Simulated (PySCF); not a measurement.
Compound: sodium bromide, NaBr.
SMILES: `[Na][Br]`

Method: PySCF 2.14.0, density-fitted response routines, TDDFT CAM-B3LYP/aug-cc-pVTZ, vertical, gas phase, core orbitals frozen in the response. Geometry: PBE0-D3(BJ)/def2-TZVP; no solvent, vibrations or thermal averaging. Relativistic effects, spin–orbit coupling among them, are left out although an element past zinc is present.

```tsv
state	E (eV)	E (kJ/mol)	λ (nm)	f	|μ| (D)	symmetry	main configurations (H = HOMO, L = LUMO)
S1	3.74	361	331.7	0.017	1.09	Π	H-1/H→L (≥92%)
S2	3.74	361	331.7	0.017	1.09	Π	H-1/H→L (≥92%)
S3	4.39	423	282.5	0.126	2.75	Σ+	H-2→L (95%)
S4	5.62	542	220.6	0.0000	0.00	–	H-1/H→L+1/L+2 (≥66%)
S5	5.62	542	220.6	0.0000	0.00	–	H-1/H→L+1/L+2 (≥67%)
S6	5.64	545	219.7	0.0000	0.00	–	H-1/H→L+1/L+2 (≥64%)
S7	5.85	564	212.1	0.081	1.91	Σ+	H-1/H→L+1/L+2 (≥70%)
S8	5.99	578	206.9	0.041	1.34	Π	H-1/H→L+4 (≥53%), H-1/H→L+13 (≥8%)
S9	5.99	578	206.9	0.041	1.34	Π	H-1/H→L+4 (≥53%), H-1/H→L+13 (≥8%)
```

Triplets, Tamm–Dancoff:

```
state  E (eV)  λ (nm)  main configurations (H = HOMO, L = LUMO)
   T1    3.66   339.1                            H-1/H→L (≥91%)
   T2    3.66   339.1                            H-1/H→L (≥91%)
   T3    4.03   307.7                               H-2→L (92%)
```

The lowest singlet level (S1/S2) comes at 332 nm (361 kJ/mol) in the ultraviolet; it is of moderate strength. The strongest level in the table is S3 at 4.39 eV (283 nm, f = 0.126). S1/S2, S4/S5 and S8/S9 lie within about 0.01 eV of each other in each set; the point group C∞v has degenerate representations, and within a degenerate level the listed configurations can mix freely. Löwdin shares by element: HOMO (one of a set within 0.03 eV) bromine 87%, sodium 13%; LUMO sodium 91%, bromine 9%. Weighted by f, the mean energy of these states is 5.09 eV. The listed states span 2.26 eV, and the widest gap between neighbours is 1.23 eV (S3 to S4). Orbital energies (eV): HOMO-3 -20.18, HOMO-2 -8.09, HOMO-1 -7.60, HOMO -7.60, LUMO -1.36, LUMO+1 0.11, LUMO+2 0.11. Symmetry labels in C∞v follow from the direction of the transition dipole and are given only for states with f of 0.002 or more. Orbitals of the list HOMO-3 to LUMO+2 that lie within 0.01 eV of each other are written together with a slash and their weights summed (≥ marks a lower bound); for degenerate orbitals outside that list single weights are arbitrary. The window holds the lowest 10 singlets. The highest level found (6.10 eV, f 0.083 so far) is left out, since the window may have cut off a degenerate partner.

The run took 7.0 s of wall time on one thread, Arm Neoverse N1 (aarch64), shared host with 64 logical CPUs at a one-minute load of 56, and the process peaked at 0.40 GiB of memory.
